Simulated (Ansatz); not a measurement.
Relaxation of H₉NOSi₂ (13 atoms, charge 0, multiplicity 1), to a largest force component of 0.03 eV/Å in at most 50 steps.

Level of theory: RKS r2SCAN/6-31G* (Ansatz).

```xyz
13
Properties=species:S:1:pos:R:3
Si -0.101 -0.128 -0.037
H -0.225 -0.079 1.426
O 1.481 -0.261 -0.518
Si 2.513 -1.506 -0.893
H 1.801 -2.566 -1.659
H 3.620 -0.955 -1.713
H 3.074 -2.108 0.348
H -0.727 1.075 -0.636
H -0.834 -1.333 -0.526
N 1.345 2.137 1.366
H 1.965 1.644 0.728
H 0.685 2.660 0.797
H 0.804 1.414 1.868
```

Problem. Where does it end, and by what steps?

Solution. The run converged. After 7 steps the energy has fallen by 0.171 eV; H13 moved furthest, 0.59 Å.

```csv
step,energy less start (eV),largest force component (eV/Å),accepted
0,0.0000,0.735,yes
1,-0.1180,0.292,yes
2,-0.1472,0.202,yes
3,-0.1617,0.216,yes
4,-0.1607,0.474,no
5,-0.1685,0.129,yes
6,-0.1699,0.083,yes
7,-0.1707,0.029,yes
```

```xyz
13
Properties=species:S:1:pos:R:3
Si -0.252 -0.310 -0.113
H -0.484 -0.402 1.354
O 1.367 -0.374 -0.462
Si 2.511 -1.502 -0.867
H 1.905 -2.582 -1.695
H 3.581 -0.823 -1.639
H 3.098 -2.109 0.359
H -0.811 0.969 -0.619
H -0.950 -1.448 -0.776
N 1.568 2.329 1.340
H 1.920 1.607 0.713
H 0.818 2.800 0.837
H 1.129 1.839 2.119
```

Whether the end is a true minimum wasn't checked by a vibrational analysis.

The run took 32 s on 2 threads of Arm Neoverse V2, on a shared host, peak memory 0.15 GiB.
